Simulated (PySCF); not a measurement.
## Computed spin Hamiltonian

Species: C3H6FOSi (doublet state).
Cartesian coordinates in Å at the GFN2-xTB level; atoms count from 1:
```
atom  x, y, z in Å
F1     3.3035    0.2039    0.8388
C2     1.9703    0.2510    0.6808
C3     1.3551   -0.4722   -0.2333
C4    -0.1252   -0.4468   -0.4359
O5    -0.7474    0.4316    0.4600
Si6   -2.3245    0.7807    0.6073
H7     1.4961    0.9299    1.3719
H8     1.9108   -1.1289   -0.8862
H9    -0.5261   -1.4622   -0.3029
H10   -0.3437   -0.1423   -1.4698
H11   -3.1100   -0.3768    1.0137
H12   -2.8577    1.4314   -0.5821
```

The hyperfine couplings belong to this conformer and change with its torsions.

As a line formula: `F/C=C/CO[SiH2]` [radical].

The calculation used UKS B3LYP, pcH-1 on C F H O Si, non-relativistic, mean-field spin-orbit, GIAO (PySCF). Isolated species at its GFN2-xTB geometry (one conformer only). The geometry wasn't refined by DFT: couplings that depend on bond lengths, twists or pyramidal angles can differ widely from those at the functional's own minimum, by a factor of two or more for some ions and for spin on atoms past the first row. The SCF solution wasn't tested for stability.

```json
{
  "g1, g2, g3": "2.00137, 2.00211, 2.00419",
  "g_iso": "2.00256",
  "Form of g": "rhombic: the two nearest values differ by 26 % of g3 − g1",
  "⟨S²⟩": "0.7511 (exact 0.7500)",
  "α and β electrons": "28, 27",
  "Total energy": "-582.45418 Eh",
  "Basis functions": "220"
}
```

Hyperfine couplings atom by atom, in MHz; T1 to T3 are the principal values of the dipolar part:

| atom | isotope | a_iso | of which spin–orbit | T1 | T2 | T3 | Mulliken spin population |
| --- | --- | --- | --- | --- | --- | --- | --- |
| F1 | 19F | 0.8 | 0.0 | -0.6 | -0.5 | 1.0 | 0.00 |
| C2 | 13C | -0.2 | 0.0 | -0.2 | -0.2 | 0.4 | 0.00 |
| C3 | 13C | -0.6 | 0.0 | -0.4 | -0.3 | 0.7 | 0.00 |
| C4 | 13C | 37.8 | 0.0 | -2.9 | -2.8 | 5.6 | 0.02 |
| O5 | 17O | -78.8 | -0.1 | -9.7 | 4.2 | 5.5 | 0.00 |
| Si6 | 29Si | -612.3 | 1.1 | -167.1 | 83.3 | 83.7 | 0.94 |
| H7 | 1H | 0.3 | 0.0 | -1.4 | -1.2 | 2.6 | 0.00 |
| H8 | 1H | 1.3 | 0.0 | -0.7 | -0.5 | 1.2 | 0.00 |
| H9 | 1H | -1.9 | 0.0 | -2.6 | -1.2 | 3.8 | 0.00 |
| H10 | 1H | -1.9 | 0.0 | -2.6 | -1.2 | 3.8 | 0.00 |
| H11 | 1H | 70.8 | 0.0 | -9.5 | 1.1 | 8.4 | 0.02 |
| H12 | 1H | 70.8 | 0.0 | -9.5 | 1.1 | 8.4 | 0.02 |

The largest Mulliken spin population is on Si6 (+0.94). The angles at Si6 add up to 337.1°, so it is pyramidal.

Axes: g3 points within 5° of the O5–Si6 bond.

Under fast tumbling the dipolar parts average out, and these isotropic splittings remain: 2 × 1H (H11/H12, I = 1/2, 3 lines) with 2.53 mT, 2 × 1H (H9/H10, I = 1/2, 3 lines) with 0.07 mT and 1 × 1H (H8, I = 1/2, 2 lines) with 0.04 mT.

The 17O coupling of O5 (-78.8 MHz) shows only in satellite lines or after enrichment, since that isotope makes up about 0.038 % of natural oxygen.

The 29Si coupling of Si6 (-612.3 MHz) shows only in satellite lines or after enrichment, since that isotope makes up about 4.7 % of natural silicon.

The run took 56 s wall (grids of density and orbitals included) on an Intel Xeon at 2.70 GHz with one thread (shared host), and the process peaked at 0.75 GiB of memory.
